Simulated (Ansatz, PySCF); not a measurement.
Reaction (SMILES): C1CCCSCC1 + 6 C (CH4) + S (H2S) -> 5 CC (C2H6) [ethane] + 2 CS (CH4S) [methanethiol]
Structures are relaxed separately at B3LYP-D3(BJ)/def2-TZVP in Ansatz (a program for electronic structure), one conformer each, not searched for the lowest. Frequencies are from Ansatz or PySCF.

Quantity: bond separation energy (0 K, with B3LYP-D3(BJ) harmonic zero-point energies), in kJ/mol. Valence correlation only, unless marked. No spin-orbit coupling. Non-relativistic. CBS marks a two-point X^-3 extrapolation of the correlation energy; Hartree-Fock from the larger set. The bracket is a focal-point correction in the basis named.

| level | program | bond separation energy (kJ/mol) |
|---|---|---|
| HF/aug-cc-pV(T+d)Z | Ansatz | 27.4 |
| SVWN5/def2-TZVPD | Ansatz | 73.7 |
| BLYP-D3(BJ)/def2-TZVPD | Ansatz + dftd3 | 67.8 |
| BLYP-D4/def2-TZVPD | Ansatz + dftd4 | 72.4 |
| B3LYP-D3(BJ)/def2-TZVPD | Ansatz + dftd3 | 64.0 |
| B3LYP/def2-TZVPD | Ansatz | 40.7 |
| PBE0/6-31G* | Ansatz | 46.7 |

What does RI-MP2/CBS(cc-pV(T+d)Z,cc-pV(Q+d)Z)+[CCSD(T)-MP2]/cc-pV(T+d)Z (Ansatz) give?

74.1 kJ/mol, so PBE0/6-31G* differs from it by -27.4 kJ/mol.
